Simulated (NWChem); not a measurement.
Species: BHOI2; SMILES OB(I)I

```xyz
5

B      0.8339     0.0135     0.0000
I     -0.2287    -1.8701     0.0000
I     -0.2280     1.8757     0.0000
O      2.1802     0.0579     0.0000
H      2.5940    -0.8276     0.0000
```
Atoms are numbered in this order, from 1.

Computed with NWChem. Coordinates come from a PBE-D3(BJ)/def2-SVP optimisation. def2 effective core potentials on I; no spin-orbit coupling.

What does the run give for PBE0/def2-TZVP? Quantities: highest occupied level (eV); orbital gap (eV); dipole (D).

The highest occupied level (eV) comes out as -7.49, the orbital gap (eV) is 6.31 and the dipole (D) is 1.65.
